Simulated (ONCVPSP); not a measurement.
# What one change does to a pseudopotential (Bi (Z = 83), ONCV)

ONCVPSP 4.0.1 input, shortened (lines: element, Z, core and valence counts, functional; n l f; lmax; l rc ep ncon nbas qcut; lloc lpopt rc5 dvloc0; l nproj debl; icmod fcfact rcfact), PBE, scalar-relativistic:

```
  Bi 83.00   12    3        4      upf
    1    0    2.00
    2    0    2.00
    2    1    6.00
    3    0    2.00
    3    1    6.00
    3    2   10.00
    4    0    2.00
    4    1    6.00
    4    2   10.00
    4    3   14.00
    5    0    2.00
    5    1    6.00
    5    2   10.00
    6    0    2.00
    6    1    3.00
    3
    0    2.00    0.00    4    8    3.40
    1    2.25    0.00    4    9    3.60
    2    1.60    0.00    5    9   10.10
    3    2.10    0.06    4    8    4.70
    4    5    1.05    0.00
    0    2    2.40
    1    2    0.70
    2    2    1.90
    3    1    3.90
    3    3.00    1.65
```

All-electron outer shells of the reference configuration (PBE, scalar-relativistic, ld1.x):

| shell | level (eV) | outermost node (bohr) | outermost maximum (bohr) |
| --- | --- | --- | --- |
| 4f | -152.59 | – | 0.34 |
| 5p | -95.86 | 0.48 | 0.86 |
| 5d | -27.08 | 0.51 | 1.03 |
| 6s | -14.48 | 0.98 | 1.88 |
| 6p | -4.57 | 1.14 | 2.44 |

Change: core correction Teter function, fcfact 6, rcfact 1.05.

Cutoffs: the cutoffs (Ha) at which the residual kinetic energy of the hardest occupied pseudo-wave falls to 1 and 0.1 mHa per electron; they do not see the model core or the augmentation charge, which bear on the density cutoff. Errors are all-electron minus pseudo energies relative to the spin-unpolarised reference configuration.

**Question.** How do hardness, ghosts and transferability respond?

**Answer.** The potential gets neither clearly harder nor softer (27 Ha and 38 Ha → 27 Ha and 38 Ha); both files keep a bound ghost (p, s); of the 4 tests that both files solve, the error grows in 0 and shrinks in 4 by more than 15 % and 0.3 meV (median size 21.6 → 9.0 meV). A model core, the more so a compact one, raises the density cutoff, which this test does not measure.

```tsv
quantity	base	changed
cutoff, loose	27 Ha	27 Ha
cutoff, tight	38 Ha	38 Ha
bound ghosts	s, p	s, p
GHOST(+) flags under 300 eV	s at 120.9 eV	s at 120.9 eV
error for 5d10 6s2 6p2, meV [ΔE 7.91 eV]	-5.7	-4.0
error for 5d10 6s2 6p1, meV [ΔE 23.16 eV]	-27	-12
error for 5d10 6s2 6p0, meV [ΔE 46.50 eV]	-88	-18
error for 5d10 6s1 6p3, meV [ΔE 18.73 eV]	-16	-6.2
s: phases at 2.03 bohr within 0.05 rad from the reference energy up to (Ha; the scan ends near 5)	3.5	3.5
p: phases at 2.28 bohr within 0.05 rad from the reference energy up to (Ha; the scan ends near 5)	2.7	2.7
d: phases at 1.62 bohr within 0.05 rad from the reference energy up to (Ha; the scan ends near 5)	to the end of the scan	to the end of the scan
f: phases at 2.13 bohr within 0.05 rad from the reference energy up to (Ha; the scan ends near 5)	2.3	2.3
rms error of d²Exc/dni dnj with the model core, mHa	0.55	2.27
```

 A true bound ghost makes a file unfit for plane-wave use even where its test errors are small: the radial tests pick states by their node count and pass the ghost by.
